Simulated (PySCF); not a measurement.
Species: C6H4BrNS.
SMILES: `Brc1csc2cc[nH]c12`

Level: wB97X-D/def2-SVPD in PySCF, non-relativistic, on one gas-phase PBE0-D3(BJ)/def2-SVP geometry that isn't relaxed in the solvent. The solvent is an IEF-PCM continuum (cavity from Bondi-type radii × 1.2), and excitations are vertical TDDFT with non-equilibrium linear response and a frozen core. The model holds no explicit solvent molecules, cavitation or dispersion. Spin–orbit coupling is left out although an atom past zinc is present.

Gas-phase singlets (H = HOMO, L = LUMO):

```csv
state,E (eV),λ (nm),f,leading configurations
S1,5.079,244,0.000,H→L+1 74%
S2,5.135,241,0.241,H→L 95%
S3,5.364,231,0.141,H-1→L 93%
S4,5.622,221,0.000,"H-1→L+1 66%, H-1→L+2 13%"
S5,5.899,210,0.000,H→L+2 77%
```

Q: What are the lowest 5 singlets in chloroform (ε = 4.711)?

A: 
```csv
state,E (eV),λ (nm),f,leading configurations,change by rank (eV)
S1,5.016,247,0.334,H→L 96%,-0.063
S2,5.084,244,0.000,H→L+1 76%,-0.051
S3,5.310,233,0.199,H-1→L 94%,-0.054
S4,5.618,221,0.000,"H-1→L+1 69%, H-1→L+2 12%",-0.004
S5,5.971,208,0.000,H→L+2 78%,+0.072
```

Q: The ground-state energy changes by -0.186 eV from gas to chloroform. By how much does the total energy of gas-phase S2 change?

A: E(S2) = E(S0) + excitation energy, so it changes by -0.186 − 0.119 = -0.305 eV: it is lowered more than the ground state, which is what a red shift means. This is the vertical state, with the slow part of the continuum still set for S0.

Q: How do the frontier levels move from gas to chloroform?

A: 
| orbital | gas (eV) | solvent (eV) | change (eV) |
| --- | --- | --- | --- |
| LUMO+2 | 1.93 | 2.08 | +0.15 |
| LUMO+1 | 1.38 | 1.40 | +0.02 |
| LUMO | 1.05 | 1.07 | +0.02 |
| HOMO | -7.84 | -7.81 | +0.03 |
| HOMO-1 | -8.37 | -8.36 | +0.01 |
| HOMO-2 | -9.65 | -9.64 | +0.01 |
| HOMO-3 | -10.44 | -10.46 | -0.02 |

The HOMO–LUMO gap goes from 8.89 to 8.88 eV.

Note: wB97X-D ran without an empirical dispersion term, which enters the total energy and its gradient alone.
